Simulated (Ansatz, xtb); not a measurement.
## C2H10AlN: 4 structures ranked

4 gas-phase structures of C2H10AlN, found in a search over its isomers (lower ones may exist). Each was relaxed with GFN2-xTB; where two conformers were screened, the lower at r2SCAN-D4/def2-SVP is listed:

A. `C[NH2+][AlH2-][CH3]`, a singlet
B. `CC[NH2+][AlH3-]`, a singlet
C. `C[NH+](C)[AlH3-]`, a singlet
D. `C[CH2][AlH2-][NH3+]`, a singlet

Task: Estimate their order in r2SCAN-D4/def2-SVP energy at these geometries, lowest first.

Result: Calculated order at r2SCAN-D4/def2-SVP: D (0.0), A (9.6), B (32.9), C (61.1) kJ/mol.

Energies above the lowest of each column, in kJ/mol; the last columns are at B3LYP-D3(BJ)/6-311G** geometries and were run for some of them only (a dash: not run or not comparable):

| structure | GFN2-xTB | HF/STO-3G | r2SCAN-D4/def2-SVP | B3LYP-D3(BJ)/6-311G** | CCSD(T)/def2-SVP + ΔMP2/def2-TZVPP |
| --- | --- | --- | --- | --- | --- |
| D | 92.1 | 1.8 | 0.0 | 0.0 | 0.0 |
| A | 73.4 | 0.0 | 9.6 | 10.5 | 11.9 |
| B | 2.4 | 47.6 | 32.9 | 37.3 | – |
| C | 0.0 | 68.3 | 61.1 | – | – |

CCSD(T)/def2-SVP + ΔMP2/def2-TZVPP puts D lowest of those it was run on; GFN2-xTB picks C, HF/STO-3G picks A. Flexible structures stand in one conformer each, not always the lowest. Frequencies (B3LYP-D3(BJ)/6-311G**) were run for A, D alone. ΔMP2 is the change of the MP2 energy from the smaller to the larger basis.

Over these structures GFN2-xTB departs from r2SCAN-D4/def2-SVP by 61.9 kJ/mol on average once a common shift is removed. A GFN2-xTB relaxation took about 0.21 s and the r2SCAN-D4/def2-SVP energy about 3.3 s on a shared host (Ansatz 0.2.0, xtb 6.7.1 (Pople sets with spherical d functions)).
